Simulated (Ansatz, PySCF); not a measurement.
O2S2, neutral, multiplicity 1. Atoms are numbered in the order given.

```xyz
4

O      0.0000    -1.5554    -0.9221
S      0.0000    -1.0132     0.4610
S      0.0000     1.0132     0.4610
O      0.0000     1.5554    -0.9221
```

Geometry optimised at PBE0-D3(BJ)/def2-SVP. The values are those of a single conformer.

Vertical ionisation energy (IE) and electron affinity (EA) in eV. Rows of orbital energies are one-electron estimates. Where ΔSCF, EOM or ADC give a negative EA the extra electron is unbound and the value depends on the basis.

```tsv
level	IE	EA
−ε(HOMO), −ε(LUMO), r2SCAN/def2-TZVPD (PySCF)	6.98	4.68
−ε(HOMO), −ε(LUMO), PBE/def2-TZVPD (PySCF)	6.75	4.63
ADC(2)/aug-cc-pVDZ (PySCF)	8.83	1.56
ΔSCF, ωB97X-V/def2-SVPD (Ansatz), final states of multiplicity 2 and 2	9.99	2.19
ΔSCF, PBE/def2-SVPD (Ansatz), final states of multiplicity 2 and 2	10.14	1.60
```

What vertical singlet–triplet gap does ΔSCF give with ωB97X-V/def2-SVPD (Ansatz, a quantum-chemistry and plane-wave program) and with PBE/def2-SVPD (Ansatz)? (An estimate is asked for; the answer gives what the named calculation found.)

0.76 and 1.46 eV (triplet above singlet where positive).

Beyond the first one, list the lowest photoelectron lines from ADC(2)/aug-cc-pVDZ run with PySCF with their pole strengths (two spins summed). (The exact figures need the calculation; the answer reports its results.)

9.00 eV (1.66), 10.34 eV (1.55), 12.20 eV (1.58), 12.66 eV (1.61), 13.64 eV (1.56).
